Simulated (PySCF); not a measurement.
# What binds CuN: the parts of the energy along the bond

State: ³Σ⁻, triplet, unpaired electrons π ↑↑. ROHF-based CCSD(T) in PySCF 2.14 with Cu aug-cc-pVDZ-PP with ECP10, N aug-cc-pVDZ and Cu aug-cc-pVTZ-PP with ECP10, N aug-cc-pVTZ (frozen core orbitals: 5; scalar-relativistic core potentials). Correlation energies are extrapolated as n⁻³ (n = 2, 3), Hartree–Fock as (n+1)·exp(−9√n). All energies in eV from Cu (3d10 4s1) + N.

| R (Å) | HF/CBS | CCSD corr. | (T) | total |
| --- | --- | --- | --- | --- |
| 1.5615 | 1.741 | -2.567 | -0.4182 | -1.244 |
| 1.6325 | 1.174 | -2.346 | -0.3833 | -1.555 |
| 1.7034 | 0.805 | -2.162 | -0.3486 | -1.705 |
| 1.7744 | 0.584 | -2.012 | -0.3167 | -1.744 |
| 1.8454 | 0.473 | -1.893 | -0.2894 | -1.709 |
| 1.9341 | 0.445 | -1.781 | -0.2630 | -1.599 |
| 2.0228 | 0.502 | -1.704 | -0.2450 | -1.447 |

A fit to the total gives Re = 1.7716 Å, De = 1.744 eV, ωe = 592.9 cm⁻¹, Be = 0.4689 cm⁻¹ (masses 62.9296 and 14.0031 u).

Problem. At R = 1.7744 Å the CCSD correlation energy is -0.564427 hartree in the smaller basis and -0.649475 in the larger. Extrapolate it.

Solution. (3³·E3 − 2³·E2)/(3³ − 2³) = -0.68528 hartree; the larger basis holds 94.8 % of it.

The T1 diagnostic is 0.063, large enough to doubt a single reference. The state was picked by a PBE0 search and need not be the measured ground state. Spin–orbit coupling, excitations beyond (T) and corrections to the Born–Oppenheimer picture are left out.
